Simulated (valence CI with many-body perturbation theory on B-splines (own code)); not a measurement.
## Hyperfine factors and g values of Cd XXVII

Calculated by configuration interaction combined with many-body perturbation theory (CI+MBPT): four valence electrons over a frozen Dirac-Fock core [Ar], a basis of 9 s, 9 p, 10 d, 8 f, 5 g, 3 h, 1 i functions for each j, with the one-electron correlation potential Σ1 (screened to all orders), the two-electron term Σ2, the three-electron term Σ3, Breit, model QED; selected single and double excitations, second order for the rest (own B-spline code, finite nucleus).

No measured spectrum was set against this ion. As an estimate, large intervals hold to a few tenths of a per cent, small ones and those within an open d or f shell to about a per cent. Core correlation moves these levels by up to 9200 cm⁻¹, and in measured spectra 5 to 20 % of such shifts remained as error; rates that hang on mixing are uncertain with them. Only levels of the ground parity were solved; by the run's estimate the other parity begins above the list, which can be wrong where configurations are misplaced.

A/g_I is the dipole constant over the nuclear g factor μ/I (μ in nuclear magnetons, uniformly magnetised nucleus), B/Q the quadrupole constant per barn. Both hold the static response of the core; the bare values leave it out. Large factors of s and p1/2 electrons are usually good to 5 to 10 %; those of open d and f shells near neutrality can be off by tens of per cent, and small factors of p3/2, d and f electrons come from cancelling terms and can be off by a factor of two or in sign, in half-filled shells by more. B is blank for J = 1/2, where it vanishes, and for nearly pure S terms. Energies count from the lowest level. Levels with J = 0 are left out.

Names give the largest LS component (configuration and term), which can be under half, so a name can repeat, a term be missing and a line seem to break the LS rules; names also repeat where a configuration has a term twice. Letters in brackets count levels of one name in rising energy.

| Level | E (cm⁻¹) | g | A/g_I (MHz) | A/g_I bare | B/Q (MHz/b) | B/Q bare |
| --- | --- | --- | --- | --- | --- | --- |
| 3d⁴ ⁵D_1 | 33267 | 1.496 | -201 | 279 | 4880 | 4990 |
| 3d⁴ ⁵D_2 | 58442 | 1.458 | 3720 | 4150 | 4110 | 4200 |
| 3d⁴ ⁵D_3 | 75836 | 1.427 | 6510 | 6900 | -1990 | -2040 |
| 3d⁴ ⁵D_4 | 83134 | 1.325 | 9380 | 9680 | -9190 | -9410 |
| 3d⁴ ³H_4 | 126610 | 1.027 | 11000 | 11100 | 1870 | 1910 |
| 3d⁴ ³G_3 | 148450 | 0.917 | 12100 | 12000 | 2350 | 2400 |
| 3d⁴ ³F_2 [a] | 152480 | 0.844 | 11200 | 11100 | 5540 | 5660 |
| 3d⁴ ³H_5 | 157090 | 1.072 | 11100 | 11200 | 10200 | 10400 |
| 3d⁴ ³P_1 [a] | 160000 | 1.351 | 8840 | 9160 | -524 | -546 |
| 3d⁴ ³H_6 | 168810 | 1.113 | 11400 | 11500 | 10500 | 10800 |
| 3d⁴ ³G_4 | 184800 | 1.027 | 12400 | 12500 | -5810 | -5930 |
| 3d⁴ ³D_2 | 190630 | 1.234 | 8940 | 9170 | 1340 | 1370 |
| 3d⁴ ³D_3 | 198530 | 1.179 | 11000 | 11200 | 3790 | 3880 |
| 3d⁴ ³F_4 [a] | 199270 | 1.144 | 8870 | 9030 | 1200 | 1230 |
| 3d⁴ ³F_3 [a] | 218720 | 1.077 | 8510 | 8620 | 146 | 151 |
| 3d⁴ ³P_2 [a] | 228310 | 1.135 | 13200 | 13300 | 2760 | 2820 |
| 3d⁴ ³G_5 | 232240 | 1.154 | 9510 | 9680 | -6540 | -6690 |
| 3d⁴ ³D_1 | 241460 | 0.665 | 14800 | 14600 | 4180 | 4280 |
| 3d⁴ ¹I_6 | 242210 | 1.047 | 11200 | 11300 | 14400 | 14700 |
| 3d⁴ ³F_4 [b] | 269690 | 1.099 | 9340 | 9470 | 8870 | 9080 |
| 3d⁴ ³P_2 [b] | 276750 | 1.183 | 9880 | 10100 | 1370 | 1400 |
| 3d⁴ ¹F_3 | 288310 | 1.064 | 10500 | 10600 | 10700 | 10900 |
| 3d⁴ ³P_2 [c] | 303640 | 1.218 | 9380 | 9600 | 5580 | 5720 |
| 3d⁴ ³F_4 [c] | 326660 | 1.148 | 8380 | 8550 | -526 | -537 |
| 3d⁴ ³F_3 [b] | 342220 | 1.065 | 11700 | 11800 | 15000 | 15400 |
| 3d⁴ ³F_2 [b] | 342540 | 0.900 | 13100 | 13100 | 8970 | 9160 |
| 3d⁴ ³P_1 [b] | 347010 | 1.475 | 2090 | 2540 | -5530 | -5650 |
| 3d⁴ ¹G_4 | 363370 | 1.055 | 11700 | 11800 | 7190 | 7360 |
| 3d⁴ ¹D_2 | 439040 | 0.997 | 10900 | 10900 | -15900 | -16300 |

(1) Take the isotope of mass number 113, with I = 1/2, μ = -0.6213 μN. What is the hyperfine structure of 3d⁴ ⁵D_2?

Results:

(1) From the table A = -4630 MHz. Shifts from the centre of gravity in MHz: F = 3/2: 6940, F = 5/2: -4630.
